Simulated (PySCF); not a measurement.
Question: What does the PBE0-D3(BJ)/def2-SVP structure of `B[C@H]1CC(=C1Cl)Cl` look like in three dimensions?

Answer: 
```xyz
12
C4H5BCl2 angstrom
B     -1.857   -0.292   -0.144
C     -0.371   -0.335    0.318
C      0.828   -0.606   -0.653
C      1.427    0.652   -0.083
Cl     2.880    1.465   -0.435
C      0.403    0.885    0.752
Cl     0.031    2.106    1.875
H     -2.635    0.480    0.364
H     -2.258   -1.099   -0.950
H     -0.421   -1.104    1.126
H      1.391   -1.531   -0.457
H      0.571   -0.552   -1.723
```

Any rigid rotation of these coordinates is as good. Atoms count from 1 in this order. The 4 C–C bonds span 1.342 Å (C4=C6, drawn double) to 1.566 Å (C2–C3, drawn single), a spread of 0.224 Å. The 4-membered ring C2–C3–C4–C6 has internal angles of 85.7° to 94.4°; it is planar, 0.00 Å rms from its mean plane, widest ring torsion 0°. B1 (three-coordinate boron) is planar (angles 120.5°, 119.7° and 119.5°, sum 359.8°, 0.03 Å off the plane of its three neighbours).

Bonds between heavy atoms (Å): B1–C2 1.556, C2–C3 1.566, C3–C4 1.505, C4–Cl5 1.701, C4=C6 1.342, C6–Cl7 1.700, C2–C6 1.508.

The calculation used PBE0-D3(BJ)/def2-SVP geometry optimisation, gas phase (PySCF 2.14.0).

Point group: C1 (no symmetry element, even within 0.4 Å). Stationary, but not proved a minimum. The numbers are those of one conformer (H–B1–C2–C3 -144° and 41°).
